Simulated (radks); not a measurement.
Exchange energies: the exact (Fock) value of the Kohn-Sham orbitals and density-functional approximations, in hartree. Species: Er65+ [He] 2s1; Sn2+ [Kr] 4d10 5s2; Si4+ [Ne]; Sn2+ [Kr] 4d10 5s2. All-electron calculation, non-relativistic Kohn-Sham, LDA (Slater exchange, Perdew-Wang correlation), spin-polarised, spherical densities, point nucleus. Program: a radial shooting solver on a logarithmic mesh with Libxc functionals. Every spin shell is full or empty, so the densities are truly spherical. Functionals are evaluated on that one density, not self-consistently.

| functional | Er65+ | Sn2+ | Si4+ | Sn2+ |
|---|---|---|---|---|
| exact | -48.6910 | -158.171 | -19.1312 | -158.171 |
| LDA | -42.284 | -150.52 | -17.493 | -150.52 |
| PBE | -48.011 | -157.53 | -18.998 | -157.53 |
| PW91 | -48.162 | -158.19 | -19.077 | -158.19 |
| OPTX | -48.567 | -160.16 | -19.128 | -160.16 |
| B86b | -48.446 | -158.20 | -19.125 | -158.20 |
| revTPSS | -48.790 | -156.75 | -19.055 | -156.75 |
| SCAN | -48.563 | -158.46 | -19.194 | -158.46 |
| MS2 | -48.844 | -157.27 | -19.154 | -157.27 |
| TASK | -47.717 | -154.65 | -18.663 | -154.65 |
